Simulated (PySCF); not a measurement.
Task: Give a PBE0-D3(BJ)/def2-SVP geometry of InChI=1S/C5H9BO3/c1-4(7)5-2-3-8-6-9-5/h5-6H,2-3H2,1H3/t5-/m0/s1.

Result: 
Z-matrix in Å and degrees, rows numbered from 1:
```
C 
C   1  1.5007
O   2  1.2072  1  123.09
C   2  1.5343  1  117.22  3   177.61
C   4  1.5198  2  112.19  1   148.36
C   5  1.5157  4  109.76  2   -75.72
O   6  1.4152  5  111.52  4   -51.47
B   7  1.3539  6  120.47  5    26.99
O   8  1.3651  7  123.02  6     0.87
H   1  1.0966  2  109.48  3    -3.25
H   1  1.1009  2  110.28  3  -125.25
H   1  1.1004  2  110.21  3   118.15
H   4  1.1064  2  104.39  1   -93.21
H   5  1.0989  4  108.78  2    45.27
H   5  1.1017  4  109.32  2   163.49
H   6  1.1042  5  110.43  4    69.81
H   6  1.1005  5  111.01  4  -171.49
H   8  1.2047  7  118.93  6  -179.55
```

O7 (boron-bound oxygen) is bent (angle 120.5°). The 6-membered ring C4–C5–C6–O7–B8–O9 has internal angles of 109.8° to 123.0°; it is puckered, 0.18 Å rms from its mean plane, widest ring torsion 51°. The 4 C–C bonds span 1.501 Å (C1–C2, drawn single) to 1.534 Å (C2–C4, drawn single), a spread of 0.033 Å. Of the pairs four or more bonds apart, O3···H14 is among the closest relative to their van der Waals radii: 2.45 Å, 90 % of the sum of Bondi's values.

Level of theory: PBE0-D3(BJ)/def2-SVP geometry optimisation, gas phase (PySCF 2.14.0).

Point group: C1 (no symmetry element, even within 0.4 Å). PBE0-D3(BJ)/def2-SVP frequencies: not computed here. The numbers are those of one conformer (C1–C2–C4–C5 148°, C2–C4–C5–C6 -76°, C4–C5–C6–O7 -51°, C5–C6–O7–B8 27°, C6–O7–B8–O9 1°).

The run took 2.5 min of wall time on an Arm Neoverse N1 with one thread, on a shared host, and the process peaked at 0.79 GiB of memory. This is the geometry optimisation.
